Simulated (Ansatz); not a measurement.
Species: sum formula BNH (charge 0, doublet). It need not be the lowest isomer of its formula. 
Structure (B3LYP-D3(BJ)/def2-TZVP (Ansatz, a program for electronic structure) minimum search):
```
N
B 1 1.2337
H 1 0.9930 2 180.00
```
Charge 0, spin multiplicity 2.

Basis-set convergence of Hartree-Fock and CCSD correlation energies (hartree) with Ansatz. Valence correlation only, unless marked. Open shells are spin-unrestricted. No spin-orbit coupling. Non-relativistic.

```json
[
 {"basis": "aug-cc-pVDZ", "functions": "55", "E(HF)": "-79.66253", "E(corr, CCSD)": "-0.24020"},
 {"basis": "aug-cc-pVTZ", "functions": "115", "E(HF)": "-79.68063", "E(corr, CCSD)": "-0.28196"},
 {"basis": "aug-cc-pVQZ", "functions": "206", "E(HF)": "-79.68587", "E(corr, CCSD)": "-0.29562"}
]
```

Extrapolating the two largest sets (X = 3 and 4) as X^-3: E(corr) = (64·(-0.29562) - 27·(-0.28196))/37 = -0.3056 Eh, an estimate of the basis-set limit. The largest set recovers 96.7 % of it, the smallest 78.6 %.
